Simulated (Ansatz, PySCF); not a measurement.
Dissociation curve of KCl, singlet.

- UHF/def2-TZVP (PySCF)
- RHF/def2-TZVP (PySCF)
- UKS-BHandHLYP = unrestricted BHandHLYP/def2-TZVP (PySCF 2.14.0)
- RKS-BHandHLYP = restricted BHandHLYP/def2-TZVP (PySCF)
- UKS-r2SCAN = unrestricted r2SCAN/def2-TZVP (PySCF)
- RKS-r2SCAN = PySCF 2.14.0 with restricted r2SCAN/def2-TZVP
- UKS-M06-2X = unrestricted M06-2X/def2-TZVP (PySCF)
- RKS-M06-2X = restricted M06-2X/def2-TZVP run with PySCF 2.14.0
- UKS-PBE = unrestricted PBE/def2-TZVP run with Ansatz (an electronic-structure program)
- RKS-PBE = restricted PBE/def2-TZVP run with Ansatz

Scanned distances (Å): 2.13, 2.31, 2.40, 2.50, 2.58, 2.68, 2.79, 2.85, 2.97, 3.08, 3.36, 3.63, 4.07, 4.46, 4.80, 5.34, 5.95, 6.50, 7.26, 8.00.

Question: Where does the unrestricted solution first break spin symmetry (<S²> of 0.01 or more)?

Answer: UHF: between 7.26 and 8.00 Å; UKS-BHandHLYP: between 5.34 and 5.95 Å; UKS-r2SCAN: between 4.80 and 5.34 Å; UKS-M06-2X: between 6.50 and 7.26 Å; UKS-PBE: between 4.46 and 4.80 Å.

```tsv
R / Å	<S²> UHF	E(RHF) − E(UHF) / mEh	<S²> UKS-BHandHLYP	E(RKS-BHandHLYP) − E(UKS-BHandHLYP) / mEh	<S²> UKS-r2SCAN	E(RKS-r2SCAN) − E(UKS-r2SCAN) / mEh	<S²> UKS-M06-2X	E(RKS-M06-2X) − E(UKS-M06-2X) / mEh	<S²> UKS-PBE	E(RKS-PBE) − E(UKS-PBE) / mEh
2.13	0.00	0.0	0.00	0.0	0.00	0.0	0.00	0.0	0.00	0.0
2.31	0.00	0.0	0.00	0.0	0.00	0.0	0.00	0.0	0.00	0.0
2.40	0.00	0.0	0.00	0.0	0.00	0.0	0.00	0.0	0.00	0.0
2.50	0.00	0.0	0.00	0.0	0.00	0.0	0.00	0.0	0.00	0.0
2.58	0.00	0.0	0.00	0.0	0.00	0.0	0.00	0.0	0.00	0.0
2.68	0.00	0.0	0.00	0.0	0.00	0.0	0.00	0.0	0.00	0.0
2.79	0.00	0.0	0.00	0.0	0.00	0.0	0.00	0.0	0.00	0.0
2.85	0.00	0.0	0.00	0.0	0.00	0.0	0.00	0.0	0.00	0.0
2.97	0.00	0.0	0.00	0.0	0.00	0.0	0.00	0.0	0.00	0.0
3.08	0.00	0.0	0.00	0.0	0.00	0.0	0.00	0.0	0.00	0.0
3.36	0.00	0.0	0.00	0.0	0.00	0.0	0.00	0.0	0.00	0.0
3.63	0.00	0.0	0.00	0.0	0.00	0.0	0.00	0.0	0.00	0.0
4.07	0.00	0.0	0.00	0.0	0.00	0.0	0.00	0.0	0.00	0.0
4.46	0.00	0.0	0.00	0.0	0.00	0.0	0.00	0.0	0.00	0.0
4.80	0.00	0.0	0.00	0.0	0.00	0.0	0.00	0.0	0.04	0.0
5.34	0.00	0.0	0.00	0.0	0.12	0.5	0.00	0.0	0.18	0.6
5.95	0.00	0.0	0.01	0.0	0.23	—	0.00	0.0	0.28	1.6
6.50	0.00	0.0	0.16	0.6	0.29	—	0.00	0.0	0.34	2.5
7.26	0.00	0.0	0.27	2.1	0.35	—	0.02	0.0	0.40	3.4
8.00	1.01	2.1	0.33	3.6	0.39	—	0.08	0.1	0.43	4.1
```

Dashes: no converged value, or the column stops at the first point that the program doubted or that broke a chosen test of continuity, which isn't proof of a fault.
